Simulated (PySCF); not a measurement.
**Bonding in `CC(=O)c1cpccp1`**

C6H6OP2.
Atom-mapped SMILES: `[CH3:1][C:2](=[O:3])[c:4]1[cH:5][p:6][cH:7][cH:8][p:9]1` (hydrogens: H10, H11, H12 on C1; H13 on C5; H14 on C7; H15 on C8)

Cartesian coordinates in Å at the GFN2-xTB level; atoms count from 1:
```
atom  x, y, z in Å
C1    -2.6344    0.2335   -0.3546
C2    -1.5786   -0.0589    0.6752
O3    -1.8525   -0.3004    1.8325
C4    -0.1503   -0.0549    0.2786
C5     0.2687    0.1804   -1.0142
P6     1.8790    0.2243   -1.6612
C7     2.8470   -0.1066   -0.2527
C8     2.4371   -0.3427    1.0326
P9     0.8280   -0.3916    1.7013
H10   -3.6125    0.2125    0.1188
H11   -2.4671    1.2138   -0.7960
H12   -2.6016   -0.5151   -1.1437
H13   -0.4988    0.3675   -1.7586
H14    3.9159   -0.1231   -0.4460
H15    3.2156   -0.5307    1.7662
```

Bond orders from the PBE0/pcSseg-1 density (PySCF). One conformer (not necessarily the lowest) at the GFN2-xTB geometry, without solvent, vibrations or thermal averaging.

(1) Where do the orders between heavy atoms depart from those drawn in the SMILES?

(2) Set the Mayer orders of the bonds beside their lengths.

Answers

(1) The largest departure is 0.238, at C8–P9 (drawn aromatic, 1.262), counting aromatic bonds as 1.5. The bonds drawn aromatic range from 1.26 to 1.51.

(2) 
| bond | drawn as | length (Å) | Mayer order |
| --- | --- | --- | --- |
| C1–C2 | single | 1.503 | 1.054 |
| C2–O3 | double | 1.214 | 1.963 |
| C2–C4 | single | 1.482 | 0.943 |
| C4–C5 | aromatic | 1.379 | 1.446 |
| C5–P6 | aromatic | 1.736 | 1.316 |
| P6–C7 | aromatic | 1.741 | 1.296 |
| C7–C8 | aromatic | 1.370 | 1.509 |
| C8–P9 | aromatic | 1.743 | 1.262 |
| P9–C4 | aromatic | 1.759 | 1.291 |
| C1–H10 | single | 1.087 | 0.947 |
| C1–H11 | single | 1.088 | 0.936 |
| C1–H12 | single | 1.088 | 0.934 |
| C5–H13 | single | 1.085 | 0.926 |
| C7–H14 | single | 1.086 | 0.937 |
| C8–H15 | single | 1.086 | 0.940 |

By pair of heavy elements: C–C: lowest C2–C4 (0.943, 1.482 Å), highest C7–C8 (1.509, 1.370 Å); in 1 of the 6 pairs the longer bond (by over 0.003 Å) has the higher order (by 0.02 or more). C–P: lowest C8–P9 (1.262, 1.743 Å), highest C5–P6 (1.316, 1.736 Å); in 1 of the 6 pairs the longer bond (by over 0.003 Å) has the higher order (by 0.02 or more).

Problem. Sum the orders of all bonds at each heavy atom with more than one neighbour and set the sums beside the valence in the SMILES.

Solution. C1 3.871 (drawn 4), C2 3.960 (drawn 4), C4 3.680 (drawn 4), C5 3.688 (drawn 4), P6 2.612 (drawn 3), C7 3.742 (drawn 4), C8 3.711 (drawn 4), P9 2.553 (drawn 3). Orders between atoms that aren't bonded are not in these sums.

The Mayer order sums products of elements of PS (density times overlap matrix) between the two atoms' basis functions, so it depends on the basis set.

These values come from a run that also computed NMR shieldings. The run took about 1.9 min of CPU time (with the writing of density and orbital grids) (one thread, shared machine).
